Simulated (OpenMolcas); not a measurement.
## Tb4+: effect of the metal basis

Tb4+ with 6 ligands (chloride) in octahedral coordination (Oh) at 2.52 Å. A charge of +0.333 e stands 2.8 Å behind each ligand.

```yaml
Program: OpenMolcas
Method: CASSCF
Spin-orbit_coupling: RASSI with atomic mean-field integrals over the reference wave functions
```

Fixed: ligand basis ANO-RCC-VDZP, active space 7 electrons in 7 orbitals (4f), DKH2 Hamiltonian.

States (labels of O, the rotations of Oh). Energies in cm-1 above the lowest state or level, χT in cm3 K/mol.

```tsv
Run	Metal basis	Ground state	χT at 300 K	Cost
A	ANO-RCC-VDZP	8A1	7.840	roughly 80 core-seconds
B	ANO-RCC-VTZP	8A1	7.842	roughly 110 core-seconds
```

Costs are those of the RASSCF and RASSI steps.

No quartet enters the spin-orbit mixing, so the splitting and order within the octet and the sextets are unsound, and g values and χT are rough. No measured value stands beside these numbers; the geometry was imposed, not optimised, and the real ion may take another.
